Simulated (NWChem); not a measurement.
System: C$_{4}$H$_{5}$F; SMILES C=C/C=C/F

Input file for NWChem:

```
start job
memory heap 200 mb stack 900 mb global 1100 mb
geometry units angstroms noautoz
  C     -0.268389     2.451935     0.000000
  C      0.378164     1.277086     0.000000
  C     -0.276093    -0.021655     0.000000
  C      0.403516    -1.171580     0.000000
  F     -0.214384    -2.366373     0.000000
  H     -1.354577     2.506001     0.000000
  H      0.267724     3.395770     0.000000
  H      1.468474     1.271879     0.000000
  H     -1.363441    -0.058783     0.000000
  H      1.486201    -1.265385     0.000000
end
basis spherical
  * library def2-tzvp
end
dft
  xc xctpssh
  iterations 150
  semidirect filesize 400000000
  mulliken
end
task dft energy
```

Parts of the log:

```
             Northwest Computational Chemistry Package (NWChem) 7.3.0
             --------------------------------------------------------

 CS  symmetry detected

                             Geometry "geometry" -> ""
                             -------------------------

 Output coordinates in angstroms (scale by  1.889725989 to convert to a.u.)

  No.       Tag          Charge          X              Y              Z
 ---- ---------------- ---------- -------------- -------------- --------------
    1 C                    6.0000    -0.26177762     2.45877822     0.00000000
    2 C                    6.0000     0.38163732     1.28220771     0.00000000
    3 C                    6.0000    -0.27608378    -0.01478240     0.00000000
    4 C                    6.0000     0.40045357    -1.16651723     0.00000000
    5 F                    9.0000    -0.22063322    -2.35965676     0.00000000
    6 H                    1.0000    -1.34781745     2.51574314     0.00000000
    7 H                    1.0000     0.27685263     3.40117894     0.00000000
    8 H                    1.0000     1.47192954     1.27409062     0.00000000
    9 H                    1.0000    -1.36352700    -0.04900806     0.00000000
   10 H                    1.0000     1.48288434    -1.26321166     0.00000000

 Effective nuclear repulsion energy (a.u.)     151.0838903028

      Symmetry information
      --------------------

 Group name             Cs
 Group number              2
 Group order               2
 No. of unique centers    10

                                 NWChem DFT Module
                                 -----------------

 Summary of "ao basis" -> "ao basis" (spherical)
 ------------------------------------------------------------------------------
       Tag                 Description            Shells   Functions and Types
 ---------------- ------------------------------  ------  ---------------------
 C                         def2-tzvp                11       31   5s3p2d1f
 F                         def2-tzvp                11       31   5s3p2d1f
 H                         def2-tzvp                 4        6   3s1p

      Symmetry analysis of basis
      --------------------------

        a'        130
        a"         55

            General Information
            -------------------
          SCF calculation type: DFT
          Wavefunction type:  closed shell.
          No. of atoms     :    10
          No. of electrons :    38
           Alpha electrons :    19
            Beta electrons :    19
          Charge           :     0
          Spin multiplicity:     1
          Use of symmetry is: on ; symmetry adaption is: on
          Maximum number of iterations: 150
          AO basis - number of functions:   185
                     number of shells:    75
          Convergence on energy requested:  1.00D-06
          Convergence on density requested:  1.00D-05
          Convergence on gradient requested:  5.00D-04

              XC Information
              --------------
                  TPSS hybrid Method XC Functional
                     Hartree-Fock (Exact) Exchange  0.100
                  TPSS metaGGA Exchange Functional  0.900
             TPSS03 metaGGA Correlation Functional  1.000

             Grid Information
             ----------------
          Grid used for XC integration:  medium
          Radial quadrature: Mura-Knowles
          Angular quadrature: Lebedev.
          Tag              B.-S. Rad. Rad. Pts. Rad. Cut. Ang. Pts.
          ---              ---------- --------- --------- ---------
          C                   0.70       49          12.0       434
          F                   0.50       49          14.0       434
          H                   0.35       45          12.0       434
          Grid pruning is: on
          Number of quadrature shells:   470
          Spatial weights used:  Erf1

      Superposition of Atomic Density Guess
      -------------------------------------

 Sum of atomic energies:        -252.60243718

      Non-variational initial energy
      ------------------------------

 Total energy =    -255.279953
 1-e energy   =    -642.647719
 2-e energy   =     236.283876
 HOMO         =      -0.258209
 LUMO         =      -0.024081

      Symmetry analysis of molecular orbitals - initial
      -------------------------------------------------

  Numbering of irreducible representations:

     1 a'          2 a"

  Orbital symmetries:

     1 a'          2 a'          3 a'          4 a'          5 a'
     6 a'          7 a'          8 a'          9 a'         10 a'
    11 a'         12 a'         13 a"         14 a'         15 a'
    16 a'         17 a'         18 a"         19 a"         20 a"
    21 a"         22 a'         23 a'         24 a'         25 a'
    26 a'         27 a'         28 a'         29 a'

------------------------------------------------------------
EAF file 0: "./job.aoints.0" size=312999936 bytes
------------------------------------------------------------
               write      read    awrite     aread      wait
               -----      ----    ------     -----      ----
     calls:      597         0         0         0         0
   data(b): 3.13e+08  0.00e+00  0.00e+00  0.00e+00
   time(s): 0.00e+00  0.00e+00  0.00e+00  0.00e+00  0.00e+00
rate(mb/s): 0.00e+00  0.00e+00
------------------------------------------------------------

     ---------------------------------------------
      Total Density - Mulliken Population Analysis
     ---------------------------------------------

    Atom       Charge   Shell Charges
 -----------   ------   -------------------------------------------------------
    1 C    6     6.45   0.86  1.12  0.57  0.66  0.13  1.25  1.33  0.48  0.01  0.03  0.01
    2 C    6     6.09   0.86  1.12  0.56  0.62  0.08  1.18  1.26  0.32  0.02  0.07  0.01
    3 C    6     6.26   0.86  1.12  0.57  0.62  0.06  1.26  1.34  0.35  0.02  0.05  0.01
    4 C    6     5.63   0.86  1.12  0.54  0.60  0.14  0.99  1.00  0.25  0.03  0.08  0.01
    5 F    9     9.34   0.77  1.20  0.61  1.00  0.31  2.31  2.30  0.83  0.00  0.01  0.00
    6 H    1     0.84   0.24  0.45  0.13  0.02
    7 H    1     0.84   0.24  0.45  0.12  0.02
    8 H    1     0.85   0.24  0.45  0.14  0.02
    9 H    1     0.84   0.24  0.45  0.14  0.02
   10 H    1     0.87   0.24  0.46  0.15  0.02

   convergence    iter        energy       DeltaE   RMS-Dens  Diis-err
 ---------------- ----- ----------------- --------- --------- ---------
 d= 0,ls=0.0,diis     1   -255.2652015058 -4.06D+02  5.84D-03  7.04D-01
 d= 0,ls=0.0,diis     2   -255.2154318587  4.98D-02  3.56D-03  1.17D+00
 d= 0,ls=0.0,diis     3   -255.3251751589 -1.10D-01  1.29D-03  1.04D-01
 d= 0,ls=0.0,diis     4   -255.3351382175 -9.96D-03  6.48D-04  3.05D-02
 d= 0,ls=0.0,diis     5   -255.3391960544 -4.06D-03  1.17D-04  9.00D-04
  Resetting Diis
 d= 0,ls=0.0,diis     6   -255.3392593543 -6.33D-05  3.36D-05  3.66D-05
 d= 0,ls=0.0,diis     7   -255.3392634531 -4.10D-06  1.49D-05  2.33D-06
 d= 0,ls=0.0,diis     8   -255.3392631100  3.43D-07  9.51D-06  5.39D-06

         Total DFT energy =     -255.339263109961
      One electron energy =     -646.603492387952
           Coulomb energy =      274.203601590864
    Exchange-Corr. energy =      -34.023262615674
 Nuclear repulsion energy =      151.083890302802

 Numeric. integr. density =       38.000007346058

                  Occupations of the irreducible representations
                  ----------------------------------------------

                     irrep           alpha         beta
                     --------     --------     --------
                     a'               16.0         16.0
                     a"                3.0          3.0

                       DFT Final Molecular Orbital Analysis
                       ------------------------------------

 Vector   17  Occ=2.000000D+00  E=-3.496997D-01  Symmetry=a'
              MO Center=  8.1D-03,  1.5D+00, -1.2D-16, r^2= 3.4D+00
   Bfn.  Coefficient  Atom+Function         Bfn.  Coefficient  Atom+Function
  ----- ------------  ---------------      ----- ------------  ---------------
    37     -0.200471   2 C  px                6      0.188888   1 C  px
   169     -0.184449   8 H  s               157     -0.169611   6 H  s
   163      0.159280   7 H  s                69      0.153779   3 C  py
    40     -0.145856   2 C  px                9      0.132922   1 C  px
    72      0.121538   3 C  py              168     -0.120675   8 H  s

 Vector   18  Occ=2.000000D+00  E=-3.163627D-01  Symmetry=a"
              MO Center=  3.0D-02,  6.3D-01, -9.9D-16, r^2= 2.8D+00
   Bfn.  Coefficient  Atom+Function         Bfn.  Coefficient  Atom+Function
  ----- ------------  ---------------      ----- ------------  ---------------
    39      0.247288   2 C  pz               70      0.225922   3 C  pz
    42      0.218026   2 C  pz               73      0.201458   3 C  pz
     8      0.167380   1 C  pz               11      0.152332   1 C  pz
   132     -0.152074   5 F  pz              135     -0.122438   5 F  pz
   101      0.117026   4 C  pz              104      0.109859   4 C  pz

 Vector   19  Occ=2.000000D+00  E=-2.244733D-01  Symmetry=a"
              MO Center=  1.2D-02,  5.2D-01, -8.8D-16, r^2= 3.9D+00
   Bfn.  Coefficient  Atom+Function         Bfn.  Coefficient  Atom+Function
  ----- ------------  ---------------      ----- ------------  ---------------
     8      0.245381   1 C  pz              101     -0.236568   4 C  pz
   104     -0.222734   4 C  pz               11      0.220949   1 C  pz
    70     -0.190875   3 C  pz               73     -0.171704   3 C  pz
    14      0.169129   1 C  pz              132      0.167847   5 F  pz
    39      0.157462   2 C  pz               42      0.142336   2 C  pz

[...]
```

Level: TPSSh/def2-TZVP. Geometry: optimised at B3LYP/6-31G* (spherical d).
